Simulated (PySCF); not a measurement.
Isomers of CH3FO2Si, one conformer each; single-point electronic energies without zero-point terms and without any empirical dispersion term.

Computed with PySCF at PBE0/pcSseg-1, non-relativistic, each on one gas-phase PBE0-D3(BJ)/def2-SVP geometry that isn't relaxed in the solvent. The solvent is an IEF-PCM continuum (cavity from Bondi-type radii × 1.2). Only the electrostatic response of the medium enters.

| isomer | relative energy, gas (kcal/mol) | dipole (D) |
| --- | --- | --- |
| `O=CO[SiH2]F` | 0.0 | 0.49 |
| `C(=O)([SiH2]F)O` | 21.8 | 0.44 |

Problem. How do the relative energies look in water (ε = 78.36)?

Solution. 
| isomer | relative energy, solvent (kcal/mol) | E(solvent) − E(gas) (kcal/mol) | dipole in solvent (D) |
| --- | --- | --- | --- |
| `O=CO[SiH2]F` | 0.0 | -4.9 | 0.67 |
| `C(=O)([SiH2]F)O` | 20.1 | -6.6 | 0.54 |

The order is unchanged. Conformers: `[O:1]=[CH:2][O:3][SiH2:4][F:5]` with O1–C2–O3–Si4 1°, C2–O3–Si4–F5 179°; `[O:1]=[C:2]([OH:3])[SiH2:4][F:5]` with O1–C2–O3–H 0°, O1–C2–Si4–F5 180°. `C(=O)([SiH2]F)O` gains most from the continuum, while `O=CO[SiH2]F` has the largest gas-phase dipole. The gains span 1.7 kcal/mol, the gas-phase energies 21.8 kcal/mol.
